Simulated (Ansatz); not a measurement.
Cost and result for the atomization energy of GeH14N2Si4 (`[SiH3][N]([SiH3])[GeH2][N]([SiH3])[SiH3]`) (21 atoms, 20 bonds).

```json
{"atom": "Si1", "x (Å)": "-0.5766", "y (Å)": "2.7113", "z (Å)": "1.0724"}
{"atom": "N2", "x (Å)": "-0.4785", "y (Å)": "0.9830", "z (Å)": "1.0495"}
{"atom": "Si3", "x (Å)": "0.4493", "y (Å)": "0.1238", "z (Å)": "2.2356"}
{"atom": "Ge4", "x (Å)": "-1.3090", "y (Å)": "0.0162", "z (Å)": "-0.2840"}
{"atom": "N5", "x (Å)": "-0.0224", "y (Å)": "-0.9762", "z (Å)": "-1.1578"}
{"atom": "Si6", "x (Å)": "-0.1451", "y (Å)": "-2.7018", "z (Å)": "-1.2219"}
{"atom": "Si7", "x (Å)": "1.3301", "y (Å)": "-0.1463", "z (Å)": "-1.8560"}
{"atom": "H8", "x (Å)": "-0.3258", "y (Å)": "3.2713", "z (Å)": "-0.2820"}
{"atom": "H9", "x (Å)": "0.4553", "y (Å)": "3.2140", "z (Å)": "2.0184"}
{"atom": "H10", "x (Å)": "-1.9113", "y (Å)": "3.1926", "z (Å)": "1.5231"}
{"atom": "H11", "x (Å)": "1.9125", "y (Å)": "0.2244", "z (Å)": "1.9860"}
{"atom": "H12", "x (Å)": "0.1748", "y (Å)": "0.6578", "z (Å)": "3.5962"}
{"atom": "H13", "x (Å)": "0.0546", "y (Å)": "-1.3092", "z (Å)": "2.1783"}
{"atom": "H14", "x (Å)": "-2.3112", "y (Å)": "-0.9922", "z (Å)": "0.3011"}
{"atom": "H15", "x (Å)": "-1.9580", "y (Å)": "1.0418", "z (Å)": "-1.2273"}
{"atom": "H16", "x (Å)": "1.1496", "y (Å)": "-3.2303", "z (Å)": "-1.7289"}
{"atom": "H17", "x (Å)": "-1.2351", "y (Å)": "-3.1516", "z (Å)": "-2.1307"}
{"atom": "H18", "x (Å)": "-0.4183", "y (Å)": "-3.2659", "z (Å)": "0.1266"}
{"atom": "H19", "x (Å)": "0.9919", "y (Å)": "1.3004", "z (Å)": "-1.9285"}
{"atom": "H20", "x (Å)": "1.6064", "y (Å)": "-0.6571", "z (Å)": "-3.2250"}
{"atom": "H21", "x (Å)": "2.5669", "y (Å)": "-0.3061", "z (Å)": "-1.0450"}
```

The species carries charge 0 and has multiplicity 1. Correlated methods include outer-core shells of Ge, which these sets cover unevenly. Scalar relativity is left out up to krypton. The geometry is a stationary point of PBE0-D4/def2-TZVP. It is one conformer, not always the lowest. Program: Ansatz. All runs use 4 threads of an AMD EPYC 7R13 on a shared host and a share of an NVIDIA H100 80 GB. Times are those of one run each, without the atoms' runs, and a repeat can differ threefold. Electronic energies, without spin–orbit coupling; frozen cores. CCSD(T)/CBS adds CCSD(T) − MP2 in def2-TZVPP to the MP2 limit, and its time is that of the two runs behind it. T1 = 0.012. With those shells the extrapolation isn't a true limit. B3LYP takes the VWN-RPA correlation (the form of Gaussian; ORCA's B3LYP/G).

CCSD(T)/CBS is a level of theory with its own doubt, some kJ/mol a heavy atom from the limit and from the frozen cores, so smaller differences don't rank the functionals.

```csv
level,functions,wall time
r2SCAN-D4/def2-TZVPP (with forces),474,3.4 s
B97M-V/def2-TZVPP,474,3.6 s
BHLYP-D4/def2-TZVPP,474,4.3 s
BLYP-D4/def2-TZVPP,474,4.5 s
CCSD(T)/def2-SVP,202,4.6 s
revPBE-D4/def2-TZVPP,474,4.7 s
CAM-B3LYP-D4/def2-TZVPP,474,4.8 s
r2SCANh-D4/def2-TZVPP,474,4.9 s
PBE-D4/def2-TZVPP (with forces),474,5.5 s
B3LYP-D4/def2-TZVPP (with forces),474,6.5 s
MP2/def2-QZVPP,903,12 s
CCSD(T)/def2-TZVPP,474,47 s
CCSD(T)/CBS(def2),–,59 s
```

(1) What atomization energy does each give, and how far from CCSD(T)/CBS? (An estimate is asked.)

Results:

(1) The calculation gave: 
| level | atomization (kJ/mol) | difference from CCSD(T)/CBS | per bond |
| --- | --- | --- | --- |
| r2SCAN-D4/def2-TZVPP (with forces) | 6503.9 | -62.8 | -3.1 |
| B97M-V/def2-TZVPP | 6563.9 | -2.8 | -0.1 |
| BHLYP-D4/def2-TZVPP | 6472.9 | -93.8 | -4.7 |
| BLYP-D4/def2-TZVPP | 6475.1 | -91.6 | -4.6 |
| CCSD(T)/def2-SVP | 6063.9 | -502.8 | -25.1 |
| revPBE-D4/def2-TZVPP | 6367.0 | -199.7 | -10.0 |
| CAM-B3LYP-D4/def2-TZVPP | 6577.3 | 10.6 | 0.5 |
| r2SCANh-D4/def2-TZVPP | 6482.7 | -84.0 | -4.2 |
| PBE-D4/def2-TZVPP (with forces) | 6462.6 | -104.1 | -5.2 |
| B3LYP-D4/def2-TZVPP (with forces) | 6544.2 | -22.5 | -1.1 |
| MP2/def2-QZVPP | 6480.5 | -86.2 | -4.3 |
| CCSD(T)/def2-TZVPP | 6391.3 | -175.4 | -8.8 |
| CCSD(T)/CBS(def2) | 6566.7 | 0.0 | 0.0 |

At CCSD(T), def2-SVP lies −502.8 kJ/mol from the extrapolated value and def2-TZVPP −175.3 kJ/mol: correlation converges slowly with the basis, and small sets miss more of it in the bonded molecule than in its fragments. Leaving LDA and LC-ωPBE aside and taking each functional with its dispersion term where it has one, the values, not all of them listed here, spread over 242.9 kJ/mol, from revPBE-D4 to ωB97X-V. LDA lies +849.3 kJ/mol from PBE without D4, its usual overbinding. From PBE to PBE0 (25 % exact exchange), in def2-TZVPP and without D4, the atomization energy moves by −14.6 kJ/mol: exact exchange takes away binding that semilocal exchange gives to molecules.

For some Ge, Se and Sn compounds the MP2-based and the directly extrapolated limit differ by 10 to 25 kJ/mol.
